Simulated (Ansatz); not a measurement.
Geometry optimisation, RKS PBE0/def2-SVP (Ansatz 0.2.0).

The input (input.yaml):

```yaml
crystal:
  periodic: [false, false, false]
  atoms:
    - { symbol: C, position_ang: [-2.1486, 0.3851, -0.1252] }
    - { symbol: C, position_ang: [-1.0313, -0.1309, -0.2238] }
    - { symbol: C, position_ang: [0.0994, -0.7066, -0.3216] }
    - { symbol: O, position_ang: [0.2118, -2.0746, -0.4131] }
    - { symbol: Si, position_ang: [1.6829, 0.2537, -0.2903] }
    - { symbol: S, position_ang: [2.0822, 0.8433, 1.7597] }
    - { symbol: H, position_ang: [-2.6769, 0.5134, 0.8223] }
    - { symbol: H, position_ang: [-2.6482, 0.8465, -1.0251] }
    - { symbol: H, position_ang: [-0.7807, -2.3823, -0.3391] }
    - { symbol: H, position_ang: [1.549, 1.511, -1.0441] }
    - { symbol: H, position_ang: [2.8304, -0.5116, -0.766] }
    - { symbol: H, position_ang: [0.9069, 1.3977, 2.0004] }
basis:
  gaussian: { orbitals: def2-SVP }
hamiltonian:
  xc: pbe0
relax:
  f_tol: 0.02
  max_steps: 50
```

Run as:

```bash
$ ansatz run input.yaml --threads 2 --pin off --max-ram 3072MiB --backend cpu --events-out ev --progress --plain --runs-dir out
```

Task: Where does it end, and by what steps?

Result: The forces met the threshold. After 17 steps the energy has fallen by 0.666 eV; H12 moved furthest, 0.90 Å.

```
step  energy less start (eV)  largest force component (eV/Å)  accepted
   0                  0.0000                           5.800       yes
   1                 -0.4919                           1.508       yes
   2                 -0.4620                           1.650        no
   3                 -0.5810                           0.790       yes
   4                 -0.6129                           0.271       yes
   5                 -0.5982                           0.347        no
   6                 -0.6240                           0.129       yes
   7                 -0.6336                           0.062       yes
   8                 -0.6394                           0.170       yes
   9                 -0.6519                           0.095       yes
  10                 -0.6559                           0.198       yes
  11                 -0.6356                           0.464        no
  12                 -0.6630                           0.068       yes
  13                 -0.6639                           0.072       yes
  14                 -0.6651                           0.068       yes
  15                 -0.6654                           0.052       yes
  16                 -0.6658                           0.021       yes
  17                 -0.6660                           0.017       yes
```

```xyz
12
Properties=species:S:1:pos:R:3
C -2.316 0.452 -0.493
C -1.158 -0.141 -0.325
C 0.028 -0.693 -0.163
O 0.270 -2.015 0.058
Si 1.563 0.401 -0.214
S 2.627 0.404 1.651
H -2.886 0.851 0.355
H -2.762 0.573 -1.488
H -0.572 -2.487 0.092
H 1.111 1.767 -0.601
H 2.549 -0.139 -1.191
H 1.622 0.971 2.354
```

Time of the run: 76 s on 2 threads of Arm Neoverse V1 (shared host), peak memory 0.3 GiB.
